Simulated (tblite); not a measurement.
Compound: 4-methoxypyridine N-oxide, C6H7NO2.
Numbering: `[CH3:1][O:2][c:3]1[cH:4][cH:5][n+:6]([O-:7])[cH:8][cH:9]1` (hydrogens: H10, H11, H12 on C1; H13 on C4; H14 on C5; H15 on C8; H16 on C9)
Bond orders are those of one Lewis drawing.

Computed with GFN2-xTB (tblite), gas phase: nudged elastic band of 9 images (0 to 8), spring 0.2 eV/Å², climbing image at the end, force threshold 0.05 eV/Å. No saddle search or frequency run followed, so the top image need not be a first-order saddle, and its height can exceed the method's true barrier by a kcal/mol or more.

The band describes a rotation about C3–O2 (aromatic carbon bearing oxygen, aryl ether oxygen), followed by the dihedral C9–C3–O2–C1, from the optimised start (0°) to a second optimised geometry at 180°.

Question: Give the energy profile along the converged band.

Answer: 
```tsv
image	dihedral (°)	E (kJ/mol)	C3–O2 (Å)	C9···C1 (Å)	largest true force (eV/Å)
0	0	0.00	1.354	2.85	0.01
1	22	4.48	1.357	2.89	0.05
2	46	12.87	1.363	2.98	0.05
3	72	19.49	1.372	3.10	0.04
4	96	21.18	1.374	3.26	0.04
5	122	17.39	1.368	3.44	0.04
6	143	11.59	1.361	3.56	0.06
7	162	4.13	1.356	3.62	0.08
8	180	0.00	1.354	3.64	0.01
```

Barriers of this band. The top is image 4 at 96°: 21.2 kJ/mol in either direction, as the ends lie within 0.002 eV of each other. The central bond is 0.020 Å longer at the top than at the start.

Question: What rate follows at 298 K for crossing this barrier forward?

Answer: Taking the electronic barrier for the free energy of activation (no zero-point or entropy terms, transmission 1), rate = (kT/h)·exp(−ΔE/kT) ≈ 1 × 10^9 s⁻¹, whose inverse is 8 × 10^-10 s. An error of 1 kcal/mol in the barrier changes this by a factor of 5, and the method and the loose band can each miss by that much or more.

Question: How long is the path, and how are the images spaced?

Answer: Cartesian distances between aligned neighbours (all atoms, Å): 0.82, 0.83, 0.84, 0.84, 0.86, 0.83, 0.80, 0.75; the sum is 6.57 Å, and the top lies 51 % of the way along.

What follows is the cost of the whole band run. Time: 7.3 s wall; peak memory 0.19 GiB. Hardware: one thread of an Intel Xeon Platinum 8259CL at 2.50 GHz (shared host).
